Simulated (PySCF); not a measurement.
Mapped SMILES: `[CH2:1]=[CH:2][C:3]1=[CH:4][O:5][BH:6][O:7]1`. Hydrogens are named by the atom that carries them. Ha(C1) is cis to C3; Hb(C1) is trans to C3.

Geometry: PBE0-D3(BJ)/def2-SVP; GIAO shifts from PySCF, gas phase, non-relativistic, averaged over equivalent atoms.

At PBE0/cc-pVDZ (123 basis functions, 12 s wall time on 1 thread of an Arm Neoverse V1, shared host):
```csv
atoms,δ (ppm)
C3,144.3
C4,131.0
C2,122.9
C1,116.1
O5,228.9
O7,219.2
B6,24.9
H(C4),6.91
H(C2),6.31
Ha(C1),6.01
Hb(C1),5.32
H(B6),4.70
```

δ = σ(ref) − σ, references computed at the same level: ¹³C (196.75 ppm), ¹H (31.29 ppm) vs TMS; ¹⁷O (343.34 ppm) against H2O; ¹¹B (113.82 ppm) vs BF3·OEt2.

Question: What do these become at PBE0/def2-SVP?

Answer: 
| atoms | δ at PBE0/def2-SVP | change |
| --- | --- | --- |
| C3 | 143.5 | -0.8 |
| C4 | 129.8 | -1.2 |
| C2 | 121.8 | -1.1 |
| C1 | 115.4 | -0.7 |
| O5 | 226.1 | -2.8 |
| O7 | 216.5 | -2.7 |
| B6 | 24.3 | -0.6 |
| H(C4) | 6.73 | -0.18 |
| H(C2) | 6.18 | -0.13 |
| Ha(C1) | 6.01 | +0.00 |
| Hb(C1) | 5.26 | -0.06 |
| H(B6) | 4.55 | -0.15 |

Scale: ¹³C (σ = 193.72 ppm), ¹H (σ = 31.34 ppm) vs TMS; H2O for ¹⁷O (σ = 343.04 ppm); ¹¹B (σ = 110.67 ppm) vs BF3·OEt2 (reference shieldings calculated alike).

The largest change is at O5 (oxygen bonded to C, B, in a 5-membered ring). Cost: 123 basis functions, 11 s wall time on 1 thread of an Arm Neoverse V1, shared host. The order of the carbon signals is the same at both levels.

Experimental scales use liquid or dissolved standards, which lie at an offset from isolated H2O (liquid H2O: subtract about 36 ppm).
